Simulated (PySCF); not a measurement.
Functional dependence of a UV spectrum

Species: 2-bromobutane, C₄H₉Br.
Numbering: `[CH3:1][CH2:2][C@H:3]([CH3:4])[Br:5]` (hydrogens: H6, H7, H8 on C1; H9, H10 on C2; H11 on C3; H12, H13, H14 on C4)

Linear-response calculations in the def2-SVPD basis (PySCF; singlets by full response, triplets Tamm–Dancoff, core orbitals frozen in the response; HF means time-dependent Hartree–Fock). 'Strongest' is the level of largest summed f among the singlets computed (10 roots, of which the last may lack a degenerate partner); it can jump between rows when another state enters that window. S1 is the lowest singlet of each run and needn't be the same state throughout; f(S1) is that of one state. Geometry: PBE0-D3(BJ)/def2-SVP, one conformer, isolated molecule. The LDA/def2-SVPD calculation is non-relativistic and has no spin–orbit coupling, an omission that weighs most on bromine.

| functional | kind | S1 (eV) | f(S1) | strongest (eV) | T1 (eV) | HOMO (eV) | gap (eV) | ionisation energy, ΔSCF (eV) |
| --- | --- | --- | --- | --- | --- | --- | --- | --- |
| LDA | LDA | 5.72 | 0.001 | 7.09 | 5.20 | -6.63 | 5.40 | 9.96 |
| PBE | GGA | 5.74 | 0.002 | 7.48 | 5.16 | -6.50 | 5.45 | 9.81 |
| B3LYP | global hybrid, 20% exact exchange | 5.97 | 0.002 | 7.11 | 5.38 | -7.52 | 7.18 | 10.09 |
| PBE0 | global hybrid, 25% exact exchange | 6.11 | 0.001 | 7.42 | 5.46 | -7.78 | 7.70 | 10.07 |
| CAM-B3LYP | range-separated hybrid | 6.12 | 0.001 | 7.66 | 5.51 | -9.13 | 10.01 | 10.19 |
| wB97X-D | range-separated hybrid | 6.17 | 0.001 | 8.42 | 5.57 | -9.67 | 11.27 | 10.14 |
| LC-wPBE | range-separated hybrid | 6.31 | 0.000 | 8.83 | 5.62 | -10.53 | 12.44 | 10.24 |
| HF | Hartree–Fock | 6.99 | 0.001 | 9.13 | 6.20 | -10.71 | 13.09 | not settled |

Q: What does BHandHLYP (global hybrid, 50% exact exchange) give?

A: S1 (eV) 6.37, f(S1) 0.001, strongest (eV) 7.88, T1 (eV) 5.72, HOMO (eV) -8.91, gap (eV) 9.74, ionisation energy, ΔSCF (eV) 10.07. S1 runs from 5.72 eV (LDA) to 6.99 eV (HF), a spread of 1.27 eV, while the orbital gap spreads over 7.7 eV. Along PBE (0%), B3LYP (20%), PBE0 (25%), BHandHLYP (50%), HF (100%) S1 rises with the share of exact exchange. −ε(HOMO) comes closest to its own ΔSCF ionisation energy with LC-wPBE (+0.30 eV) and misses most with LDA (-3.33 eV). 'Not settled' means that the ion's SCF failed to converge or may have ended in another state than the lowest.
